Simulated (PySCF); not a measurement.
# Ionisation energy of Pm³⁸⁺ by level of theory

Pm³⁸⁺ [Ar] 3d5 [3d3/2^4 3d5/2^1, M_J = 5/2] → Pm³⁹⁺ [Ar] 3d4 [3d3/2^4, M_J = 0], as a difference of total energies. Calculation: PySCF 2.14, in an uncontracted even-tempered set (16 s from 7.7 bohr⁻², ratio 2.8; 12 p from 10 bohr⁻², ratio 2.8; 8 d from 10 bohr⁻², ratio 2.8; 3 f from 35 bohr⁻², ratio 3); the two-component X2C-1e Hamiltonian. Correlated levels: [Ne] frozen; the 74 highest virtual spinors dropped. "Screened" scales the spin-orbit matrix elements by Boettger's factors to mimic the two-electron term; Breit and QED terms are absent.

| method | ionisation energy (eV) |
| --- | --- |
| GHF (spin-free) | 2783.1 |
| GMP2 (spin-free) | 2783.1 |
| GHF (screened spin-orbit) | 2757.1 |
| GMP2 (screened spin-orbit) | 2756.6 |

Breit and QED terms and the two-electron picture change are absent.

The spin-free rows relax to the high-spin LS determinant and lack the spin-orbit shift.

The labels give the starting determinants; with spin-orbit coupling the two ends relaxed to ⟨J²⟩ = 8.76, ⟨L²⟩ = 3.40, ⟨S²⟩ = 4.37 and ⟨J²⟩ = 0.00, ⟨L²⟩ = 2.42, ⟨S²⟩ = 2.42.

For comparison: 2755 ± 4 eV (theoretical estimate listed by NIST; NIST Atomic Spectra Database, ionization energies).
